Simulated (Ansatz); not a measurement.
Calculated with Ansatz (gas phase, PBE0-D4/def2-TZVP geometries, no zero-point term in ΔE). CCSD(T)/CBS is the MP2 limit (def2-TZVPP, def2-QZVPP) plus CCSD(T) − MP2 in def2-TZVPP, frozen cores. Functionals use def2-TZVPP. B3LYP here is the variant with VWN-RPA as its local correlation; programs differ in this. Each species was taken in one conformer, which may not be the lowest.

Reaction (isomerisation): `B[SiH2]N=C` → `B1CN[SiH2]1`

**Question.** Is it downhill or uphill in electronic energy at CCSD(T)/CBS, and by how much? (Estimate.)

**Answer.** Computed: Downhill: ΔE = -34.4 kJ/mol.

**Question.** What do these levels give: revPBE-D4, B3LYP-D4, CAM-B3LYP-D4, B2PLYP, B3LYP, r2SCANh, CCSD/def2-SVP, HF/def2-TZVPP, MP2/def2-TZVPP, SCS-MP2/def2-TZVPP, MP2/def2-QZVPP, MP2/CBS(def2)? (Best estimate.)

**Answer.** Ansatz gave: revPBE-D4 -35.2, B3LYP-D4 -22.3, CAM-B3LYP-D4 -32.6, B2PLYP -24.2, B3LYP -19.9, r2SCANh -41.3, CCSD/def2-SVP -25.2, HF/def2-TZVPP -4.3, MP2/def2-TZVPP -38.0, SCS-MP2/def2-TZVPP -25.8, MP2/def2-QZVPP -42.1, MP2/CBS(def2) -44.9 kJ/mol.

Largest T1 diagnostic among the species: 0.013.

Leaving LDA and LC-ωPBE aside and taking each functional with its dispersion term where it has one, the values, not all of them listed here, spread over 39.8 kJ/mol, from PBE-QIDH to BLYP-D4. LDA lies −36.8 kJ/mol from PBE without D4. In def2-TZVPP, CCSD(T) changes the Hartree–Fock value by −23.1 kJ/mol (the triples alone add +0.3 kJ/mol) and MP2 by −33.6 kJ/mol.
